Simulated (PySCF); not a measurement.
Compound: C3H5FGeO.
Numbering: `[O:1]=[C:2]1[CH2:3][C@H:4]([F:5])[GeH2:6]1` (hydrogens: H7, H8 on C3; H9 on C4; H10, H11 on Ge6)

Method: PBE0-D3(BJ)/def2-SVP geometry optimisation, gas phase (PySCF 2.14.0); density fitting, grid level 1; the optimiser is geomeTRIC in internal coordinates, started from a GFN2-xTB structure with every atom displaced at random (about 0.01 Å).

Step 2: E = -64444.5354 eV
```
atom  x, y, z in Å  |  force x, y, z in eV/Å
O1     -1.2087   -2.0420    0.9796   -0.071   0.274  -0.028
C2     -0.6110   -1.0978    0.5670    0.379   0.209  -0.202
C3     -1.0776    0.0668   -0.3424   -0.471  -0.562   0.230
C4      0.1244    1.0086   -0.3728    0.225  -0.085   0.226
F5      0.5213    1.3603   -1.6348   -0.094  -0.027  -0.120
Ge6     1.2891   -0.3427    0.5480    0.323  -0.056   0.074
H7     -2.0336    0.4728    0.0293   -0.002   0.121  -0.144
H8     -1.2593   -0.3767   -1.3393   -0.014   0.171  -0.038
H9     -0.0250    1.9307    0.2111   -0.097  -0.021   0.007
H10     2.2078   -1.0876   -0.4481   -0.038   0.059   0.053
H11     2.1099    0.0822    1.7913   -0.140  -0.084  -0.058
```

Step 3: E = -64444.5628 eV
```
atom  x, y, z in Å  |  force x, y, z in eV/Å
O1     -1.2053   -2.0186    0.9898   -0.013   0.091   0.073
C2     -0.5953   -1.0897    0.5615    0.049   0.032  -0.148
C3     -1.0841    0.0591   -0.3420   -0.092  -0.263   0.177
C4      0.1245    0.9962   -0.3700    0.103   0.056   0.053
F5      0.4999    1.3489   -1.6408   -0.024   0.021  -0.011
Ge6     1.3075   -0.3459    0.5469    0.028  -0.024  -0.100
H7     -2.0338    0.4865    0.0201   -0.004   0.028  -0.046
H8     -1.2671   -0.3573   -1.3485    0.001   0.043  -0.034
H9     -0.0422    1.9141    0.2163    0.003   0.022  -0.024
H10     2.2302   -1.0810   -0.4428    0.011   0.014  -0.004
H11     2.1030    0.0624    1.7984   -0.062  -0.020   0.065
```

Step 4: E = -64444.5704 eV
```
atom  x, y, z in Å  |  force x, y, z in eV/Å
O1     -1.2018   -2.0014    1.0108   -0.027  -0.022   0.110
C2     -0.5872   -1.0877    0.5579    0.000  -0.023  -0.099
C3     -1.0854    0.0507   -0.3413    0.060   0.029   0.056
C4      0.1263    0.9942   -0.3710   -0.022   0.048  -0.011
F5      0.4893    1.3543   -1.6442   -0.004  -0.001   0.025
Ge6     1.3145   -0.3492    0.5375   -0.014  -0.025  -0.102
H7     -2.0326    0.4873    0.0156   -0.013  -0.014  -0.003
H8     -1.2692   -0.3510   -1.3538    0.016  -0.010  -0.013
H9     -0.0460    1.9111    0.2161    0.023   0.006  -0.010
H10     2.2459   -1.0766   -0.4480    0.019   0.016  -0.007
H11     2.0835    0.0429    1.8094   -0.038  -0.003   0.053
```

Q: Estimate the geometry and energy of step 5. (The exact step hangs on the optimiser's Hessian estimate; all steps are aligned on step 4, rigid shifts and turns removed.)

A: E = -64444.5748 eV, largest force 0.194 eV/Å
```
atom  x, y, z in Å  |  force x, y, z in eV/Å
O1     -1.1998   -1.9837    1.0389   -0.012  -0.029   0.079
C2     -0.5817   -1.0876    0.5550   -0.025  -0.082  -0.039
C3     -1.0842    0.0454   -0.3417    0.067   0.181  -0.021
C4      0.1271    0.9941   -0.3726   -0.075   0.015  -0.022
F5      0.4814    1.3608   -1.6461    0.010  -0.010   0.019
Ge6     1.3184   -0.3544    0.5243   -0.006  -0.023  -0.065
H7     -2.0318    0.4847    0.0115   -0.014  -0.035   0.012
H8     -1.2663   -0.3481   -1.3582    0.027  -0.036   0.007
H9     -0.0459    1.9090    0.2172    0.025  -0.002   0.008
H10     2.2629   -1.0678   -0.4584    0.020   0.018   0.001
H11     2.0573    0.0223    1.8191   -0.016   0.003   0.022
```

The energy changes by -0.0044 eV. The first-order estimate −F·Δx gives -0.0064 eV and the mean of the old and new forces, exact on a quadratic surface, -0.0045 eV. The step makes an angle of 60° with the force vector and moves no atom by more than 0.035 Å.

The cost below is that of the whole optimisation. Hardware: Arm Neoverse V1, one thread, no GPU, shared host with 32 logical CPUs at a one-minute load of 22. Cost: 71 s of wall time, 0.55 GiB resident at most.
